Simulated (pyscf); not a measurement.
# O=V(F)(F)–Cl (SMILES [O]=[V]([F])([F])[Cl]), singlet

Gas-phase minimum from PySCF at ωB97X-D3(BJ)/def2-SVP, one conformer. 

```xyz
5

O      1.5473    -0.6844    -1.0415
V      0.2569    -0.0984    -0.4828
F      0.1062     1.4926    -1.0562
F     -1.0363    -1.0576    -1.0214
Cl     0.3785    -0.1251     1.6480
```
Charge 0, spin multiplicity 1.

Bonds (Å): O1–V2 1.523, V2–F3 1.698, V2–F4 1.698, V2–Cl5 2.134. Bond angles (°): O1–V2–F3 108.2, O1–V2–F4 108.2, O1–V2–Cl5 108.2, F3–V2–F4 110.8, F3–V2–Cl5 110.7, F4–V2–Cl5 110.7.

Properties at ωB97X-D3(BJ)/def2-SVP:

- Harmonic wavenumbers, unscaled: 170, 196, 236, 296, 330, 498, 801, 854, 1233 cm⁻¹
- Zero-point energy: 6.6 kcal/mol
- Rotational symmetry number: 1
- Entropy of this conformer at 298 K and 1 atm, rigid rotor and harmonic oscillator, modes under 100 cm⁻¹ raised to 100: 327.0 J/(mol K)
- Dipole moment: 0.17 D

Single-point totals, which compare only within one level:

```json
[
 {"level": "ωB97X-D3(BJ)/def2-TZVP", "total energy (hartree)": "-1679.42575"},
 {"level": "PBE/def2-TZVP", "total energy (hartree)": "-1678.82900"},
 {"level": "r²SCAN/def2-TZVP", "total energy (hartree)": "-1679.31507"},
 {"level": "B3LYP-D3(BJ)/def2-TZVP", "total energy (hartree)": "-1679.49344"},
 {"level": "PBE0-D3(BJ)/def2-TZVP", "total energy (hartree)": "-1678.81823"},
 {"level": "M06-2X/def2-TZVP", "total energy (hartree)": "-1679.23882"},
 {"level": "ωB97M-D3(BJ)/def2-TZVP", "total energy (hartree)": "-1679.55695"}
]
```
